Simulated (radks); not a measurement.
Task: Rh3+, configuration [Kr] 4d6. Method: scalar-relativistic Kohn-Sham, PBE, spin-polarised, spherical densities, point nucleus; open shells are filled with parallel spins first (spin-orbit coupling, left out, can overturn this in heavy ions); computed with a radial shooting solver on a logarithmic mesh with Libxc functionals. Some entries of the table are withheld. Estimate them.

orbital  occ.  eigenvalue (eV)  <1/r> (bohr^-1)
1s down     1        -23075.55            47.05
1s up       1        -23075.54            47.05
2s up       1        -3377.227            10.65
2s down     1        -3376.525            10.65
2p up       3        -3030.374            10.32
2p down     3        -3029.846            10.32
3s up       1        -633.6682            3.711
3s down     1        -633.3190            3.711
3p up       3        -519.6956            3.534
3p down     3        -519.2949            3.534
3d up       5        -337.5892            3.307
3d down     5        -336.9548            3.307
4s up       1        -119.7887            1.408
4s down     1        -116.6706            1.415
4p up       3         -87.3949              (1)
4p down     3         -84.1163              (2)
4d up       5         -40.8356           0.9698
4d down     1         -37.5694           0.9628
5s up       0         -30.3528           0.5333
5s down     0         -28.6404           0.5176
5p up       0         -23.1336           0.4554
5p down     0         -21.7911           0.4411

Result: 
(1) 4p up <1/r> (bohr^-1): 1.267
(2) 4p down <1/r> (bohr^-1): 1.272
